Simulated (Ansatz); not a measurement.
System: GeH$_{3}$Se, charge 0, doublet. GeH3Se (SMILES [GeH2][SeH], doublet).
B3LYP-D3(BJ)/def2-TZVP minimum from Ansatz (a quantum-chemistry and plane-wave program):
```
Ge
H 1 1.5525
H 1 1.5555 2 109.53
Se 1 2.3786 2 103.96 3 115.94
H 4 1.4718 1 93.24 2 -162.80
```
Charge 0, spin multiplicity 2.

Total energies in cc-pVTZ, 13 correlated electrons, 28 frozen orbitals. UHF or UKS for unpaired electrons; spin-orbit terms are left out. Cores are frozen in correlated methods (noble-gas shells, and filled d and f shells in the p block). No relativity.

```
method    program  energy (Eh)  minus CCSDT(Q) (mEh)
--------  -------  -----------  --------------------
HF         Ansatz  -4477.03432                308.03
MP2        Ansatz  -4477.29257                 49.78
CCSD       Ansatz  -4477.32878                 13.56
CCSD(T)    Ansatz  -4477.34050                  1.85
CCSDT(Q)   Ansatz  -4477.34235                  0.00
```

Rough core times of Ansatz's runs on a shared machine: CCSD(T) 30 s, CCSDT(Q) 80 min.
